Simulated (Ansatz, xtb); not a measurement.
# Two isomers of C4H5F3Si

Structure I is `C#C[C@@H]([SiH3])C(F)(F)F`, a singlet and structure II is `FC(F)(F)C#CC[SiH3]`, a singlet. Both are isolated molecules in the gas phase, relaxed with B3LYP-D3(BJ)/def2-SVP.

Quicker runs give these differences E(II) − E(I): GFN2-xTB +1.4 kcal/mol; HF/STO-3G −3.4 kcal/mol (at GFN2-xTB geometries); r2SCAN-D4/def2-SVP −0.6 kcal/mol (at GFN2-xTB geometries).

**Question.** Estimate E(II) − E(I) at the level CCSD(T)/def2-SVP + ΔMP2/def2-TZVPP.

**Answer.** Calculated at CCSD(T)/def2-SVP + ΔMP2/def2-TZVPP: E(II) − E(I) = +2.1 kcal/mol, so structure I lies lower.

The same difference at several levels:

| level | geometry | E(II) − E(I) (kcal/mol) | departure from the last row (kcal/mol) | job, with rough time for the two |
| --- | --- | --- | --- | --- |
| GFN2-xTB | GFN2-xTB | +1.4 | −0.7 | optimisation, 0.77 s |
| HF/STO-3G | GFN2-xTB | −3.4 | −5.5 | single point, 3.3 s |
| r2SCAN-D4/def2-SVP | GFN2-xTB | −0.6 | −2.8 | single point, 12 s |
| B3LYP-D3(BJ)/def2-SVP | B3LYP-D3(BJ)/def2-SVP | +0.4 | −1.8 | optimisation, 3.3 min |
| HF/def2-SVP | B3LYP-D3(BJ)/def2-SVP | +0.8 | −1.4 | part of the CCSD(T) run |
| MP2/def2-SVP | B3LYP-D3(BJ)/def2-SVP | +1.4 | −0.7 | part of the CCSD(T) run |
| CCSD(T)/def2-SVP | B3LYP-D3(BJ)/def2-SVP | +1.9 | −0.2 | single point |
| CCSD(T)/def2-SVP + ΔMP2/def2-TZVPP | B3LYP-D3(BJ)/def2-SVP | +2.1 |  | single point, 4.3 min |

As drawn, both hold the same kinds of bond in the same numbers.

HF/STO-3G, r2SCAN-D4/def2-SVP put the two in the other order. B3LYP-D3(BJ)/def2-SVP finds them nearly level. The largest departure from CCSD(T)/def2-SVP + ΔMP2/def2-TZVPP is that of HF/STO-3G, 5.5 kcal/mol. The last row adds to CCSD(T) the change of the MP2 difference between the two basis sets, here +0.2 kcal/mol.

With thermal terms from frequencies at re-optimised GFN2-xTB minima (ideal gas, soft modes damped towards free rotors, one conformer each, 298.15 K, 1 atm): on the last row, ΔE + ΔZPE = +2.2, ΔH = +2.3, ΔG = +1.3 kcal/mol.

The correlated steps freeze 12 core orbitals. Mirror images aren't counted in ΔG. Codes used: Ansatz 0.2.0, xtb 6.7.1; the last row on 2 threads of Intel(R) Xeon(R) Processor @ 2.50GHz (Skylake/Cascade Lake) on a shared host.
